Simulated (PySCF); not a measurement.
Sc (scandium, neutral) across methods

[Ar] 3d1 4s2, 2D determinant. All numbers are calculated (PySCF 2.14, scalar relativity by spin-free X2C-1e, in x2c-TZVPPall (6s5p4d2f1g, 64 functions)).

```
method  E (hartree)  mean ε 3d α (eV)  mean ε 4s α (eV)  mean ε 4s β (eV)  Σ⟨r²⟩ (bohr²)   ⟨S²⟩
M06-2X     -764.193            -6.501            -5.445            -5.256          49.43  0.764
  PBE0     -763.988            -5.130            -4.814            -4.604          49.85  0.839
   PBE     -763.954            -3.481            -4.167            -3.957          49.11  1.041
  TPSS     -764.197            -3.562            -4.149            -3.910          49.08  1.128
   LDA     -762.193            -3.552            -4.335            -4.102          48.98  0.906
 B97-3     -764.088            -5.213            -4.738            -4.566          50.08  0.777
  PW91     -764.197            -3.500            -4.191            -3.969          48.89  1.076
   UHF   -763.27641            -9.281            -5.925            -5.599          52.67  0.762
```
